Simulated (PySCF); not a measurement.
C3H4ClNSi, SMILES Cl[Si@@H]1C=CN=C1. Atoms are numbered in the order given.

```xyz
10

Cl    -1.7241    -0.8371     0.9594
Si    -0.3983    -0.2829    -0.5271
C      1.3613    -0.8014    -0.2458
C      2.0636     0.3430    -0.1458
N      1.4141     1.6163    -0.2331
C      0.1480     1.5370    -0.4087
H     -0.9935    -0.6701    -1.8354
H      1.8295    -1.7839    -0.1818
H      3.1464     0.3944     0.0079
H     -0.4339     2.4651    -0.4878
```

The structure is a stationary point at PBE0-D3(BJ)/def2-SVP. The structure was generated by enumeration; whether it is a known compound was not checked.

These are PBE0/pcSseg-1 (PySCF) values and carry that method's errors.

GIAO shieldings, no solvent; atoms alike by connectivity are averaged. δ = σ(ref) − σ: ³⁵Cl against HCl (σ = 945.9 ppm); ²⁹Si against TMS (σ = 352.7 ppm); ¹³C against TMS (σ = 186.3 ppm); ¹⁵N against NH3 (σ = 267.4 ppm); ¹H against TMS (σ = 31.56 ppm), references at their B3LYP-D3(BJ)/def2-TZVP geometries, non-relativistic (without spin–orbit terms, shifts of atoms bonded to Cl or Br come out too high).

```json
[
 {"atoms": "Cl1", "nucleus": "³⁵Cl", "count": "1", "δ (ppm)": "___"},
 {"atoms": "Si2", "nucleus": "²⁹Si", "count": "1", "δ (ppm)": "-8.3"},
 {"atoms": "C6", "nucleus": "¹³C", "count": "1", "δ (ppm)": "188.9"},
 {"atoms": "C4", "nucleus": "¹³C", "count": "1", "δ (ppm)": "___"},
 {"atoms": "C3", "nucleus": "¹³C", "count": "1", "δ (ppm)": "___"},
 {"atoms": "N5", "nucleus": "¹⁵N", "count": "1", "δ (ppm)": "461.7"},
 {"atoms": "H10", "nucleus": "¹H", "count": "1", "δ (ppm)": "___"},
 {"atoms": "H9", "nucleus": "¹H", "count": "1", "δ (ppm)": "8.40"},
 {"atoms": "H8", "nucleus": "¹H", "count": "1", "δ (ppm)": "5.87"},
 {"atoms": "H7", "nucleus": "¹H", "count": "1", "δ (ppm)": "___"}
]
```

Problem. Fill in the missing entries. (The exact figures need the calculation; the answer reports its results.)

Solution. 
- H7, δ (ppm): 5.62
- H10, δ (ppm): 9.04
- C3, δ (ppm): 117.5
- C4, δ (ppm): 170.2
- Cl1, δ (ppm): -57.1
